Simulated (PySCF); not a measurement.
**Energy of Ir²⁺ (iridium, charge +2) between two integer charges**

The 5d beta orbital of [Xe] 4f14 5d7 is emptied in steps (occupation f), with all orbitals relaxed, ending at [Xe] 4f14 5d6. Calculation: PySCF 2.14, in def2-TZVPPD with the def2 core potential (60 electrons); scalar relativity through the core potential. The exact energy is a straight line in f; departures are measured from the line between the end points of the same method.

```tsv
f	BHandHLYP (eV)	wB97X (eV)	r2SCAN0 (eV)
1	0.000	0.000	0.000
0.8	-0.385	-0.253	-0.604
0.6	-0.584	-0.382	-0.903
0.4	-0.590	-0.385	-0.897
0.2	-0.398	-0.257	-0.592
0	0.000	0.000	0.000
```

```json
{"method": "BHandHLYP", "E(f=0) − E(f=1) (eV)": "29.072", "−ε at f=1 (eV)": "26.687", "−ε at f=0.4 (eV)": "29.530"}
{"method": "wB97X", "E(f=0) − E(f=1) (eV)": "29.219", "−ε at f=1 (eV)": "27.659", "−ε at f=0.4 (eV)": "29.530"}
{"method": "r2SCAN0", "E(f=0) − E(f=1) (eV)": "29.021", "−ε at f=1 (eV)": "25.237", "−ε at f=0.4 (eV)": "29.805"}
```

Orbital energy along the path (eV):

| f | BHandHLYP | wB97X | r2SCAN0 |
| --- | --- | --- | --- |
| 1 | -26.687 | -27.659 | -25.237 |
| 0.8 | -27.609 | -28.259 | -26.763 |
| 0.6 | -28.556 | -28.884 | -28.291 |
| 0.4 | -29.530 | -29.530 | -29.805 |
| 0.2 | -30.537 | -30.188 | -31.279 |
| 0 | -31.602 | -30.804 | -32.655 |

Reference removal energy between the ground levels: 28 ± 1.6 eV (theoretical estimate listed by NIST; NIST Atomic Spectra Database, ionization energies). The calculation has no spin-orbit coupling. The determinant left behind need not be the lowest term of the ion.
